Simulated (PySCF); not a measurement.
## Ions at one geometry of [La(OH)2]+

PySCF 2.14.0, RKS PBE0, La def2-SVP with ECP46, O def2-SVP, H def2-SVP; non-relativistic Hamiltonian with scalar-relativistic core potentials where named; density fitting; no spin-orbit coupling; singlets restricted, open shells unrestricted. The geometry is relaxed for charge +1, singlet, vacuum:

```xyz
5

La    0.0000    0.0000   -0.6791
O     1.7047   -0.0354    0.5264
H     2.3305   -0.0470    1.2585
O    -1.7047    0.0354    0.5264
H    -2.3305    0.0470    1.2585
```

Energies count from the relaxed state; an electron taken off or put on is at rest in vacuum. Charges and spins are Mulliken's.

| state | energy (eV) | spin squared | charge on La1 (e) | spin on La1 (e) | dipole about the centre of mass (D) |
| --- | --- | --- | --- | --- | --- |
| charge +1, singlet, vacuum | 0.00 | 0.00 | 1.41 | 0.00 | 2.83 |
| charge 0, doublet, vacuum | -4.94 | 0.75 | 0.55 | 1.03 | 0.06 |

Problem. What does the state charge +2, doublet, vacuum give?

Solution. energy (eV) 15.42, spin squared 0.78, charge on La1 (e) 1.79, spin on La1 (e) -0.12, dipole about the centre of mass (D) 0.20.

With an electron taken off (doublet) the charges change, summed by element, by La +0.37 e, O +0.48 e, H +0.15 e. The vertical ionisation energy is 15.42 eV, against −ε(HOMO) = 13.16 eV of the relaxed state. The level lies 2.3 eV too high, as is usual for semilocal functionals and global hybrids, which keep a self-interaction error.

With an electron put on (doublet) the charges change, summed by element, by La -0.86 e, O -0.05 e, H -0.09 e. The vertical electron affinity is 4.94 eV, against −ε(LUMO) = 6.45 eV of the relaxed state.

Open shells may have lower solutions than those found.
